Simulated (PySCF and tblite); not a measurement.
The numbers below are computed, except where a source is named.
System: C₃H₉NOSi₂, numbered as in [OH:1][C@@H:2]1[CH:3]=[C:4]1[N:5]([SiH3:6])[SiH3:7].

Motion: rotation about the C4–N5 bond (torsion C2–C4–N5–Si6 from 178° to 362°, rising). GFN2-xTB gives an electronic barrier of 6.0 kcal/mol.

PBE0/pcSseg-1 + D3(BJ) on GFN2-xTB geometries gives 8.8 kcal/mol and k(298 K) = 1.8×10⁶ s⁻¹.

(1) What does PBE/pcSseg-1 + D3(BJ) give on GFN2-xTB geometries?

(2) At the first level the ²⁹Si lines of Si6 / Si7 span 65 Hz and merge at 184 K (80 MHz). What does the second level predict?

Programs: tblite and PySCF.

Answers

(1) A barrier of 9.1 kcal/mol, 0.3 above the first DFT barrier (from unrounded values) and, with GFN2-xTB thermal terms, ΔG‡(298 K) = 9.6 kcal/mol and k = 1.1×10⁶ s⁻¹ (2 equivalent paths).

(2) A span of 79 Hz and merging at 192 K.
